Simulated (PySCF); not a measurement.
**How the method moves the HOMO and LUMO of `[SiH3]C[BH2-][PH3+]`**

Species: CH10BPSi.
Geometry (PBE0-D3(BJ)/def2-SVP, Å), atoms numbered from 1 in this order:
```xyz
14
CH10BPSi angstrom
Si     2.3201   -0.4138   -0.0158
C      0.5822   -0.0167   -0.6037
B     -0.4607   -0.2920    0.6030
P     -2.2725    0.1238    0.0122
H      3.3433   -0.1842   -1.0904
H      2.4290   -1.8463    0.4059
H      2.6986    0.4433    1.1521
H      0.5847    1.0353   -0.9410
H      0.3876   -0.6426   -1.4930
H     -0.5891   -1.4633    0.9427
H     -0.3584    0.4453    1.5777
H     -2.5541    1.4471   -0.4140
H     -3.3209   -0.0618    0.9469
H     -2.7995   -0.5914   -1.0937
```

Basis pcSseg-2 throughout (PySCF), one geometry. The structure is a single PBE0-D3(BJ)/def2-SVP conformer in the gas phase; no vibrational or solvent corrections.

How do the orbital energies, the gap and the dipole change with the method?

| method | kind | HOMO (eV) | LUMO (eV) | gap (eV) | μ (D) | SCF cycles |
| --- | --- | --- | --- | --- | --- | --- |
| BLYP | GGA | -6.55 | -0.83 | 5.72 | 4.83 | 14 |
| B97-D | GGA | -6.65 | -0.78 | 5.87 | 4.88 | 14 |
| OPBE | GGA | -6.65 | -0.78 | 5.87 | 4.89 | 15 |
| PBE | GGA | -6.68 | -0.89 | 5.79 | 4.86 | 14 |
| KT2 | GGA | -6.76 | -0.94 | 5.82 | 4.79 | 15 |
| LDA | LDA | -6.77 | -1.04 | 5.73 | 4.88 | 13 |
| BP86 | GGA | -6.77 | -0.93 | 5.84 | 4.87 | 13 |
| KT3 | GGA | -6.78 | -0.95 | 5.82 | 4.80 | 14 |
| B97-2 | global hybrid | -7.58 | -0.08 | 7.51 | 5.02 | 12 |
| B3LYP | global hybrid | -7.63 | -0.38 | 7.25 | 4.98 | 13 |
| PBE0 | global hybrid | -7.82 | -0.09 | 7.73 | 5.04 | 12 |
| mPW1PW91 | global hybrid | -7.85 | -0.10 | 7.75 | 5.04 | 12 |
| BHandHLYP | global hybrid | -8.90 | 0.50 | 9.40 | 5.13 | 11 |
| CAM-B3LYP | range-separated hybrid | -9.12 | 0.65 | 9.76 | 5.12 | 12 |
| wB97X-D | range-separated hybrid | -9.62 | 1.61 | 11.23 | 5.14 | 13 |
| LC-wPBE | range-separated hybrid | -10.40 | 1.82 | 12.22 | 5.28 | 13 |
| HF | Hartree–Fock | -10.59 | 2.27 | 12.86 | 5.34 | 10 |

The HOMO spans 4.04 eV, from BLYP down to HF, and the gap runs from 5.72 eV (BLYP) to 12.86 eV (HF). Over the methods BLYP (0 %), B97-D (0 %), OPBE (0 %), PBE (0 %), KT2 (0 %), LDA (0 %), BP86 (0 %), KT3 (0 %), B97-2 (21 %), B3LYP (20 %), PBE0 (25 %), mPW1PW91 (25 %), BHandHLYP (50 %), HF (100 %), a straight line through the gap against the share of exact exchange rises by 0.71 eV for each 10 % (correlation coefficient 0.999). The dipole ranges from 4.79 D (KT2) to 5.34 D (HF). This basis has no diffuse functions.
